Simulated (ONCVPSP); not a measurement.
**Ni, ONCV: configuration errors across variants**

```json
{
 "Element": "Ni",
 "Generator": "ONCVPSP 4.0.1",
 "Type": "optimised norm-conserving Vanderbilt (ONCV)",
 "Functional": "PW91",
 "Relativity": "scalar-relativistic",
 "Frozen core": "[Ne]",
 "Valence charge": "18",
 "Reference configuration": "3s2 3p6 3d8 4s2",
 "Partial waves": "3s+4s: rc 1.05 bohr, ncon 3, nbas 6, qcut 12.7 1/bohr, 2 projectors; 3p: rc 0.90 bohr, ncon 3, nbas 6, qcut 12.2 1/bohr, 2 projectors, debl 1.4 Ha; 3d: rc 0.90 bohr, ncon 5, nbas 10, qcut 17.9 1/bohr, 2 projectors, debl 2 Ha",
 "Local potential": "polynomial inside 0.60 bohr (lpopt 5, dvloc0 -1 Ha)",
 "Core correction": "Teter function, fcfact 5.75, rcfact 1.2"
}
```

In the p channel the program set the typed energies aside and used -2.625, 0.250 Ha.

All-electron excitation energies from the reference (eV): (1) 3s2 3p6 3d8 4s1 9.391; (2) 3s2 3p6 3d8 4s0 26.802; (3) 3s2 3p6 3d7 4s0 64.379; (4) 3s2 3p6 3d7 4s2 4p1 10.584.

1 further variants failed, have other tests or too few solved ones, and are left out.

Errors AE − PS in meV (a dash: test not solved or not reliable):

```
      change   (1)   (2)   (3)   (4)  bound ghosts  GHOST(+) flags above zero
        base  -0.4  -0.3  -5.0  +3.2          none                          s
 s: qcut 7.5  -0.4  -0.1  -7.5  +4.5          none                          s
 s: qcut 9.5  -0.4  -0.1  -6.4  +4.0          none                          s
s: qcut 10.9  -0.4  -0.1  -5.7  +3.7          none                          s
s: qcut 13.7  -0.4  -0.4  -4.9  +3.2          none                          s
s: qcut 15.7  -0.4  -0.5  -4.7  +3.0          none                          s
s: qcut 17.7  -0.4  -0.5  -4.7  +3.0          none                          s
```

Task: Give the same row for: s: qcut 12.9.

Result: -0.4, -0.4, -4.9, +3.2; bound ghosts: none; GHOST(+) flags above zero: s.
